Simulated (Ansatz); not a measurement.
Reaction (SMILES): [B]=N (B-NH) → N=[B-] (closed-shell singlet) (an electron is taken up)
B3LYP-D3(BJ)/def2-TZVP geometries, fixed; electronic energies without zero-point terms; positive where energy is released.
Largest species:
```xyz
3

B      0.0000     0.0000    -0.8356
N      0.0000     0.0000     0.3981
H      0.0000     0.0000     1.3912
```
Charge 0, spin multiplicity 2.

Basis-set convergence of the adiabatic electron affinity at PBE with Ansatz (an electronic-structure program). Cartesian d functions, on some or all atoms, in 6-31G**, 6-31+G*; all else is spherical. The program fits the integrals of some runs and decomposes those of others, by size. Open shells are unrestricted. No added dispersion term, no relativity. Functions are those of the species that has most. Reference: the value in aug-pcseg-3, 1.740 eV, itself unsure by roughly 0.009 eV (its mean distance from aug-cc-pVQZ, def2-QZVPPD). Deviations are taken from unrounded values.

```tsv
basis	functions	adiabatic electron affinity (eV)	minus reference (eV)
STO-3G	11	-3.965	-5.705
pcseg-0	20	0.983	-0.757
cc-pVDZ	33	1.034	-0.705
6-31G**	35	0.564	-1.175
6-31+G*	40	1.720	-0.020
6-311++G(2d,2p)	64	1.737	-0.002
pcseg-2	74	1.608	-0.131
def2-TZVPP	76	1.576	-0.163
def2-TZVPPD	91	1.711	-0.029
aug-cc-pVTZ	115	1.744	0.005
def2-QZVPP	144	1.626	-0.113
pcseg-3	153	1.687	-0.053
pcseg-4	263	1.714	-0.026
```
